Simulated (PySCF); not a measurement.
Isomers of C7H8NP.

All values: B3LYP/def2-SVPD (PySCF) at GFN2-xTB geometries, gas phase, one conformer each. Core orbitals are frozen in the response; Δα² is half the sum of the squared differences of the principal polarisabilities.

Question: Rank by HOMO energy, lowest first.
A. `N=P12C=CC(C=C1)C=C2`
B. `[CH:1]#[C:2][CH2:3][n:4]1[cH:5][p:6][cH:7][c:8]1[CH3:9]` with C2–C3–N4–C5 102°
C. `[cH:1]1[cH:2][p:3][c:4]([CH:5]2[CH2:6][CH2:7]2)[cH:8][n:9]1` with P3–C4–C5–C6 34°
D. `[CH3:1]/[CH:2]=[P:3]\[c:4]1[cH:5][cH:6][cH:7][cH:8][n:9]1` with C2–P3–C4–C5 139°
E. `[CH:1]#[C:2][P:3]([CH3:4])[n:5]1[cH:6][cH:7][cH:8][cH:9]1` with C2–P3–N5–C6 36°

Answer: C (-6.96 eV), D (-6.55 eV), A (-6.18 eV), E (-6.04 eV), B (-5.91 eV).

Question: Rank by dipole moment, highest first.
A. `[cH:1]1[cH:2][p:3][c:4]([CH:5]2[CH2:6][CH2:7]2)[cH:8][n:9]1` with P3–C4–C5–C6 34°
B. `[CH:1]#[C:2][CH2:3][n:4]1[cH:5][p:6][cH:7][c:8]1[CH3:9]` with C2–C3–N4–C5 102°
C. `N=P12C=CC(C=C1)C=C2`
D. `[CH3:1]/[CH:2]=[P:3]\[c:4]1[cH:5][cH:6][cH:7][cH:8][n:9]1` with C2–P3–C4–C5 139°

Answer: C (4.27 D), B (3.66 D), D (2.29 D), A (1.63 D).

All values together:

```json
{"SMILES": "N=P12C=CC(C=C1)C=C2", "μ (D)": "4.27", "HOMO (eV)": "-6.18", "LUMO (eV)": "-1.33", "α (Å³)": "14.73", "Δα (Å³)": "5.48"}
{"SMILES": "C/C=P\\c1ccccn1", "μ (D)": "2.29", "HOMO (eV)": "-6.55", "LUMO (eV)": "-1.79", "α (Å³)": "17.28", "Δα (Å³)": "10.06"}
{"SMILES": "C#CCn1cpcc1C", "μ (D)": "3.66", "HOMO (eV)": "-5.91", "LUMO (eV)": "-0.42", "α (Å³)": "16.34", "Δα (Å³)": "6.56"}
{"SMILES": "c1cpc(C2CC2)cn1", "μ (D)": "1.63", "HOMO (eV)": "-6.96", "LUMO (eV)": "-2.14", "α (Å³)": "16.30", "Δα (Å³)": "9.11"}
{"SMILES": "C#CP(C)n1cccc1", "μ (D)": "1.68", "HOMO (eV)": "-6.04", "LUMO (eV)": "-0.66", "α (Å³)": "16.36", "Δα (Å³)": "6.10"}
```

Conformers: `[CH3:1]/[CH:2]=[P:3]\[c:4]1[cH:5][cH:6][cH:7][cH:8][n:9]1` with C2–P3–C4–C5 139°; `[CH:1]#[C:2][CH2:3][n:4]1[cH:5][p:6][cH:7][c:8]1[CH3:9]` with C2–C3–N4–C5 102°; `[cH:1]1[cH:2][p:3][c:4]([CH:5]2[CH2:6][CH2:7]2)[cH:8][n:9]1` with P3–C4–C5–C6 34°; `[CH:1]#[C:2][P:3]([CH3:4])[n:5]1[cH:6][cH:7][cH:8][cH:9]1` with C2–P3–N5–C6 36°.
